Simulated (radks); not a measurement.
Values are calculated unless marked as measured or tabulated.
Question: All-electron atom: the lanthanum ion La42+ in [Ne] 3s2 3p3. Level of theory: non-relativistic Kohn-Sham, PBE, spin-polarised, spherical densities, point nucleus; open shells are filled with parallel spins first (spin-orbit coupling, left out, can overturn this in heavy ions); relativity is left out, which matters for an element this heavy (a radial shooting solver on a logarithmic mesh with Libxc functionals). Some entries of the table are withheld. Estimate them.

orbital  occ.  eigenvalue (eV)  <1/r> (bohr^-1)  r(max) (bohr)
1s up       1        -39530.04            56.47        0.01766
1s down     1        -39522.57            56.48        0.01765
2s up       1        -8196.950            13.21            (1)
2s down     1        -8191.197            13.22            (2)
2p up       3        -7915.519            13.19        0.07528
2p down     3        -7907.393            13.19        0.07534
3s up       1        -3269.862            5.465         0.2561
3s down     1        -3244.142            5.450         0.2563
3p up       3        -3165.455            5.413         0.2411
3p down     0        -3139.381            5.407         0.2411

Answer: 
(1) 2s up r(max) (bohr): 0.09654
(2) 2s down r(max) (bohr): 0.09655
